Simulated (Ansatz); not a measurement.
`C[S][Au-][P+](C)(C)C`, 19 atoms. Total charge 0; spin multiplicity 1. Correlated methods include outer-core shells of Au, which these sets cover unevenly. Au takes the def2 core potential. Hardware: A = 4 threads of an AMD EPYC 7R13 on a shared host; B = 4 threads of an AMD EPYC 7R13 on a shared host and a share of an NVIDIA H100 80 GB. Correlated methods freeze the cores.

Q: Give the basis size and wall time and peak host memory of each of these runs in Ansatz. RKS PBE0-D4/def2-SVP energy [A]; RHF-MP2/def2-QZVPP energy [B]; RKS B3LYP-D4/def2-TZVPP energy and forces [B]; RKS SPW92 (LDA)/def2-TZVPP energy [B]; RKS PBE-QIDH (frozen core)/def2-TZVPP energy [B]; RKS revPBE-D4/def2-TZVPP energy [B]; RHF-CCSD(T)/def2-TZVPP energy [B]; RHF-CCSD(T)/def2-SVP energy [B]; RKS PBE0-D4/def2-TZVP relaxation (7 steps) [B]; direct RPA on PBE orbitals/def2-TZVPP energy [B]; RKS PBE0-D4/def2-QZVPP energy [B]; RKS ωB97M-V/def2-QZVPP energy [B]. (Best estimate.)

A: The calculation gave: Other jobs shared the machine, so times are rough.

```json
{"level": "RKS PBE0-D4/def2-SVP", "job": "energy [A]", "functions": "184", "wall time": "3.3 s", "peak host memory (GiB)": "0.81"}
{"level": "RHF-CCSD(T)/def2-SVP", "job": "energy [B]", "functions": "184", "wall time": "4.8 s", "peak host memory (GiB)": "0.8"}
{"level": "RKS PBE0-D4/def2-QZVPP", "job": "energy [B]", "functions": "816", "wall time": "5.5 s", "peak host memory (GiB)": "1.4"}
{"level": "RKS PBE-QIDH (frozen core)/def2-TZVPP", "job": "energy [B]", "functions": "432", "wall time": "6.5 s", "peak host memory (GiB)": "1.9"}
{"level": "direct RPA on PBE orbitals/def2-TZVPP", "job": "energy [B]", "functions": "432", "wall time": "7 s", "peak host memory (GiB)": "1.9"}
{"level": "RKS revPBE-D4/def2-TZVPP", "job": "energy [B]", "functions": "432", "wall time": "7 s", "peak host memory (GiB)": "0.93"}
{"level": "RKS ωB97M-V/def2-QZVPP", "job": "energy [B]", "functions": "816", "wall time": "8.5 s", "peak host memory (GiB)": "1.5"}
{"level": "RKS B3LYP-D4/def2-TZVPP", "job": "energy and forces [B]", "functions": "432", "wall time": "10 s", "peak host memory (GiB)": "1"}
{"level": "RKS SPW92 (LDA)/def2-TZVPP", "job": "energy [B]", "functions": "432", "wall time": "10 s", "peak host memory (GiB)": "0.92"}
{"level": "RHF-MP2/def2-QZVPP", "job": "energy [B]", "functions": "816", "wall time": "12 s", "peak host memory (GiB)": "1.4"}
{"level": "RKS PBE0-D4/def2-TZVP", "job": "relaxation (7 steps) [B]", "functions": "310", "wall time": "32 s", "peak host memory (GiB)": "0.99"}
{"level": "RHF-CCSD(T)/def2-TZVPP", "job": "energy [B]", "functions": "432", "wall time": "41 s", "peak host memory (GiB)": "0.9"}
```

B3LYP here is the variant with VWN-RPA as its local correlation; programs differ in this.
